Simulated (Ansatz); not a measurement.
Reactions of methacrylic acid (`C=C(C)C(=O)O`).

Program: Ansatz. Geometries: PBE0-D4/def2-TZVP. ΔE: electronic, gas phase. CBS: MP2 limit from def2 TZ/QZ plus the TZ coupled-cluster correction, frozen cores. This one scheme is used for every species. For Se outer-core shells are correlated without core-valence functions, which leaves a few kJ/mol of doubt a bond. Scalar relativity is left out up to krypton. One conformer a species, not always the lowest.

**Question.** Order these by ΔE at CCSD(T)/CBS, lowest first. (An estimate is asked.)
A. `C=C(C)C(=O)O` + `OC1(O)BC1` → `COC1(O)BC1` + `C=CC(=O)O`
B. `C=C(C)C(=O)O` + H₂Se → `O=C(O)[SeH]` + `C=CC`
C. `C=C(C)C(=O)O` + H₂ → `C=C(C)C=O` + H₂O
D. `C=C(C)C(=O)O` + `CC=N` → `C/C=N/C(=O)O` + `C=CC`

**Answer.** C (-0.07 eV), D (+0.10 eV), B (+0.26 eV), A (+0.58 eV).

Largest T1 diagnostic: 0.016, for `C/C=N/C(=O)O`.
